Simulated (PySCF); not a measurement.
Gas-phase reaction: 2 Sb(CH3)3 → 2 Sb + 3 C2H6. Level: ωB97M-V/def2-TZVP†; standard pressure 1 bar.

Energies from PySCF, thermal terms from the rigid-rotor harmonic-oscillator model, ideal gas at 1 bar. † marks an energy on the PBE0/def2-TZVP geometry and frequencies. Open shells (unrestricted): Sb (multiplicity 4); the rest are closed-shell singlets. Sb: scalar-relativistic def2 core potential, no spin-orbit coupling. The harmonic model lacks anharmonicity and excited electronic states, which grow with temperature; levels with a mode under 35 cm⁻¹ are left out. Internal rotation in C2H6 is treated as a harmonic vibration of one conformer, which makes the entropy rough. Soft modes under 120 cm⁻¹ make the harmonic entropy rough for Sb(CH3)3.

```tsv
T (K)	1000/T (1/K)	log10 K
800	1.2500	1.16
1000	1.0000	3.81
1200	0.8333	?
1400	0.7143	6.69
1600	0.6250	7.54
1800	0.5556	8.18
```

Problem. Fit log10 K = a + b·(1000/T) to the five rows, get the mean ΔH° and ΔS°, and predict log10 K at 1200 K.

Solution. Means: 1000/T = 0.8290, log10 K = 5.476. Sums of products about the means: Sxy = -3.40150, Sxx = 0.336002, so b = Sxy/Sxx = -10.12 and a = 5.476 − (-10.12)×0.8290 = 13.87.
ΔH° = −R ln 10 × 1000 K × b = −19.145 × (-10.12) = 194 kJ; ΔS° = R ln 10 × a = 266 J/K. The run's own values go from 207 kJ and 281 J/K at 800 K to 173 kJ and 253 J/K at 1800 K.
Prediction at 1200 K: 13.87 + (-10.12)×0.8333 = 5.44. The computed value is 5.51, 0.07 from the line.
For scale, ΔH°(298 K) is 231 kJ at this level, 277 kJ at ωB97X-V/def2-TZVP†, and runs from -128 to 392 kJ over the 16 levels computed.
